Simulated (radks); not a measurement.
Task: Kr III, 34 electrons, occupied as [Ar] 3d10 4s2 4p4. Method: Dirac Kohn-Sham, LDA (Slater exchange, Perdew-Wang correlation), spin-unpolarised, spherical densities, point nucleus; open shells are shared between the two j in proportion to 2j + 1; computed with a radial shooting solver on a logarithmic mesh with Libxc functionals.

Spin-orbit splittings of the eigenvalues, e(l+1/2) - e(l-1/2), with zeta = 2 splitting/(2l+1) and mean radii in bohr:

| shell | occ. | splitting (eV) | zeta (eV) | <r> j=l-1/2 | <r> j=l+1/2 |
|---|---|---|---|---|---|
| 2p | 6 | ? | ? | 0.1575 | 0.1614 |
| 3p | 6 | 7.932 | 5.288 | 0.5339 | 0.5444 |
| 3d | 10 | 1.308 | 0.5232 | 0.5527 | 0.5566 |
| 4p | 4 | 0.8223 | 0.5482 | 1.714 | 1.745 |

Estimate the 2p splitting.

Result: 53.73 eV (zeta = 35.82 eV).
